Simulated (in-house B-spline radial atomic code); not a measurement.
Configurations of the rhodium ion Rh⁴⁺, with energies counted from [Kr] 4d5. Level of theory: scalar-relativistic (X2C) LC-wPBE, spin-polarised, spherical fractional occupations, exact exchange averaged over the configuration, Fermi nucleus of rms radius 4.4945 fm; calculated with an all-electron radial atomic-structure program (B-spline basis). Shells without spins written out take the highest spin.

Occupations are held fixed; configurations that lie above the ionisation limit could autoionise.

| configuration | E - E(ref) (eV) | highest orbital | its <r> (bohr) |
| --- | --- | --- | --- |
| [Kr] 4d4 5p1 | 24.941 | 5p up | 2.517 |
| [Kr] 4d4 4f1 | 38.578 | 4f up | 2.476 |
| [Ar] 3d10 4s2 4p5 4d6 | 47.858 | 4d down | 1.307 |
| [Ar] 3d10 4s2 4p5 4d5 5p1 | 68.477 | 5p up | 2.495 |
| [Ar] 3d10 4s2 4p5 4d5 4f1 | 81.877 | 4f up | 2.379 |
| [Ar] 3d9 4s2 4p6 4d5 5s1 | 325.41 | 5s up | 2.193 |

Task: Order these further configurations by energy, lowest first.
A. [Ar] 3d10 4s2 4p5 4d5 5d1
B. [Kr] 4d4 5s1
C. [Ar] 3d9 4s2 4p6 4d5 5f1
D. [Kr] 4d4 5f1
E. [Ar] 3d9 4s2 4p6 4d5 4f1

Result: B (16.312 eV), D (47.71 eV), A (80.58 eV), E (348 eV), C (357.37 eV).

Task: How far above the reference does [Ar] 3d9 4s2 4p6 4d5 5p1 lie?

Result: 334.19 eV; its least bound orbital is 5p up with <r> = 2.472 bohr.
